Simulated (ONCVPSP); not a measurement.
# Building the ONCV potential for Si (Z = 14) (PBE, scalar-relativistic).

Input for ONCVPSP 4.0.1:

```
# ATOM AND REFERENCE CONFIGURATION
# atsym  z   nc   nv     iexc    psfile
  Si 14.00    3    2        4      upf
#
#   n    l    f
    1    0    2.00
    2    0    2.00
    2    1    6.00
    3    0    2.00
    3    1    1.75
#
# PSEUDOPOTENTIAL AND OPTIMIZATION
# lmax
    2
#
#   l,   rc,      ep,       ncon, nbas, qcut
    0    1.70    0.00    4    8    4.30
    1    1.70    0.00    4    7    4.10
    2    2.25    0.08    4    8    4.70
#
# LOCAL POTENTIAL
# lloc, lpopt,  rc(5),   dvloc0
    1    5    1.70    0.00
#
# VANDERBILT-KLEINMAN-BYLANDER PROJECTORs
# l, nproj, debl
    0    2    3.30
    1    0    3.40
    2    2    1.50
#
# MODEL CORE CHARGE
# icmod, fcfact, rcfact
    3    4.00    1.45
#
# LOG DERIVATIVE ANALYSIS
# epsh1, epsh2, depsh
   -2.00    5.00    0.02
#
# OUTPUT GRID
# rlmax, drl
    6.00    0.01
#
# TEST CONFIGURATIONS
# ncnf
    4
# nvcnf
#   n    l    f
    2
    3    0    2.00
    3    1    2.00
#
    2
    3    0    2.00
    3    1    1.00
#
    2
    3    0    2.00
    3    1    0.00
#
    2
    3    0    2.00
    3    1    1.50
#
```

Command:

```bash
oncvpsp.x < Si.dat > Si.out
```

The program printed (shortened: citation, most of the input echo, consistency checks and plot data are left out):

```
ONCVPSP  (Optimized Norm-Conservinng Vanderbilt PSeudopotential)
scalar-relativistic version 4.0.1

#   n    l    f        energy (Ha)
    1    0    2.00    -6.5711269E+01
    2    0    2.00    -5.2048283E+00
    2    1    6.00    -3.5901103E+00
    3    0    2.00    -4.6726916E-01
    3    1    1.75    -2.1408021E-01

Reference configufation results
  iterations    24
  all-electron total energy (Ha)   -2.89791402D+02

Begin loop to  construct optimized pseudo wave functions
and semi-local pseudopoentials for all angular momenta

   Wellstate for l =  0  n =  5
     eigenvalue =   2.8327
     asymptotic potential =   3.3327
     half-point radius =  3.1973

Calculating optimized projector #   1

 for l=   0

    Fraction of norm inside rc  0.325218
    Optimizing pswf for qcut=   4.30 a_B^-1,  ecut=   9.24 Ha
    Residual kinetic energy error=  2.33D-04 Ha

    Energy error per electron        Cutoff
         Ha          eV             Ha
         0.01000     0.27211        5.15
         0.00100     0.02721        7.76
         0.00010     0.00272       12.90
         0.00001     0.00027       46.52

Calculating optimized projector #   2

 for l=   0

    Fraction of norm inside rc  0.108747
    Optimizing pswf for qcut=   4.30 a_B^-1,  ecut=   9.24 Ha
    Residual kinetic energy error=  4.69D-03 Ha

    Energy error per electron        Cutoff
         Ha          eV             Ha
         0.01000     0.27211        8.56
         0.00100     0.02721       12.14
         0.00010     0.00272       34.29
         0.00001     0.00027       78.33

Calculating optimized projector #   1

 for l=   1

    Fraction of norm inside rc  0.184819
    Optimizing pswf for qcut=   4.10 a_B^-1,  ecut=   8.41 Ha
    Residual kinetic energy error=  6.35D-05 Ha

    Energy error per electron        Cutoff
         Ha          eV             Ha
         0.01000     0.27211        2.12
         0.00100     0.02721        3.15
         0.00010     0.00272        7.59
         0.00001     0.00027       30.20

   Wellstate for l =  2  n =  3
     eigenvalue =   0.0800
     asymptotic potential =   0.5800
     half-point radius =  7.7129

   Wellstate for l =  2  n =  5
     eigenvalue =   1.5800
     asymptotic potential =   2.0800
     half-point radius =  4.8920

Calculating optimized projector #   1

 for l=   2

    Fraction of norm inside rc  0.145986
    Optimizing pswf for qcut=   4.69 a_B^-1,  ecut=  11.00 Ha
    Residual kinetic energy error=  4.84D-05 Ha

    Energy error per electron        Cutoff
         Ha          eV             Ha
         0.01000     0.27211        4.19
         0.00100     0.02721        7.46
         0.00010     0.00272       10.13
         0.00001     0.00027       28.01

Calculating optimized projector #   2

 for l=   2

    Fraction of norm inside rc  0.181119
    Optimizing pswf for qcut=   4.69 a_B^-1,  ecut=  11.00 Ha
    Residual kinetic energy error=  3.75D-03 Ha

    Energy error per electron        Cutoff
         Ha          eV             Ha
         0.01000     0.27211        9.57
         0.00100     0.02721       14.34
         0.00010     0.00272       49.87
         0.00001     0.00027       59.52

Construct Vanderbilt / Kleinmman-Bylander projectors

B matrix Hermiticity error, ll=   0
   1   2   -1.5492E-04

  Orthonormal projector coefficients  3.8351E+00  1.3784E-01

B matrix Hermiticity error, ll=   2
   1   2   -1.9926E-05

  Orthonormal projector coefficients -2.5969E+00 -6.5248E-01

Model core correction analysis
  based on d2Exc/dn_idn_j

d2excae - all-electron derivatives

   -3.781939D-02   -3.019339D-02
   -3.019325D-02   -2.942345D-02

d2excps - pseudofunction derivatives with no core correction

   -4.072937D-02   -3.162948D-02
   -3.163208D-02   -2.999960D-02

rms 2nd derivative error    1.798091E-03

rmatch, rhocmatch    1.1982    0.6672

Teter function model core charge with specified parameters

d2excps - pseudofunction derivatives with core correction

   -3.652601D-02   -2.956909D-02
   -2.957037D-02   -2.911446D-02

rms 2nd derivative error    7.978130E-04

Pseudoatom total energy   -3.729190

Diagnostic tests using Vanderbilt-Kleinman-Bylander pseudopotentials
  1 or more projectors used as specified by nproj input data

   l    rcore       rmatch      e in        delta e   norm test  slope test

   0   1.7053175   1.7570946  -0.4672692  -0.0000015   1.0000233   0.9998796
   0   1.7053175   1.7570946   2.8327308   0.0000178   1.0002027   1.0002027

   1   1.7053175   1.7570946  -0.2140802   0.0000011   1.0000044   1.0000034

   2   2.2589694   2.3275566   0.0800000   0.0000022   1.0000183   1.0000183
   2   2.2589694   2.3275566   1.5800000   0.0000024   1.0000814   1.0000814

 Testing for bound ghosts
   n   l    E NL Schr. Eq   E Basis Diag.   E Cutoff

   1   0       -0.467271       -0.460119     89.55

 Testing for highly-localized positive-energy ghosts
       l    <radius>/rc     E Basis Diag.   E Cutoff

Test configuration 0

   n   l     f        eae           eps        diff
   1   0  2.0000  -65.71126878
   2   0  2.0000   -5.20482834
   2   1  6.0000   -3.59011029
   3   0  2.0000   -0.46726916   -0.46727062   -1.46D-06
   3   1  1.7500   -0.21408021   -0.21407912    1.10D-06

    Total energies and differences
      AE_ref= -2.89791402D+02  AE_tst= -2.89791402D+02  dif=  0.00D+00
      PS_ref= -3.72919022D+00  PS_tst= -3.72919022D+00  dif= -8.88D-16
      PSP excitation error=  8.88D-16

Test configuration 1

   n   l     f        eae           eps        diff
   1   0  2.0000  -65.63199305
   2   0  2.0000   -5.12654738
   2   1  6.0000   -3.51173570
   3   0  2.0000   -0.39736459   -0.39739643   -3.18D-05
   3   1  2.0000   -0.14998149   -0.15001058   -2.91D-05

    Total energies and differences
      AE_ref= -2.89791402D+02  AE_tst= -2.89836820D+02  dif= -4.54D-02
      PS_ref= -3.72919022D+00  PS_tst= -3.77461449D+00  dif= -4.54D-02
      PSP excitation error=  6.08D-06

Test configuration 2

   n   l     f        eae           eps        diff
   1   0  2.0000  -65.98789348
   2   0  2.0000   -5.47570426
   2   1  6.0000   -3.86146401
   3   0  2.0000   -0.69950321   -0.69937344    1.30D-04
   3   1  1.0000   -0.42834919   -0.42819340    1.56D-04

    Total energies and differences
      AE_ref= -2.89791402D+02  AE_tst= -2.89552380D+02  dif=  2.39D-01
      PS_ref= -3.72919022D+00  PS_tst= -3.49021226D+00  dif=  2.39D-01
      PSP excitation error=  4.41D-05

Test configuration 3

   n   l     f        eae           eps        diff
   1   0  2.0000  -66.43699071
   2   0  2.0000   -5.90942986
   2   1  6.0000   -4.29635628
   3   0  2.0000   -1.04868596   -1.04866294    2.30D-05

    Total energies and differences
      AE_ref= -2.89791402D+02  AE_tst= -2.88964655D+02  dif=  8.27D-01
      PS_ref= -3.72919022D+00  PS_tst= -2.90264328D+00  dif=  8.27D-01
      PSP excitation error=  2.00D-04

Test configuration 4

   n   l     f        eae           eps        diff
   1   0  2.0000  -65.79727539
   2   0  2.0000   -5.28940404
   2   1  6.0000   -3.67481114
   3   0  2.0000   -0.54123268   -0.54119372    3.90D-05
   3   1  1.5000   -0.28211053   -0.28206518    4.53D-05

    Total energies and differences
      AE_ref= -2.89791402D+02  AE_tst= -2.89729458D+02  dif=  6.19D-02
      PS_ref= -3.72919022D+00  PS_tst= -3.66724893D+00  dif=  6.19D-02
      PSP excitation error=  2.55D-06
```

The run took about 2.4 s on one core of a shared server CPU.
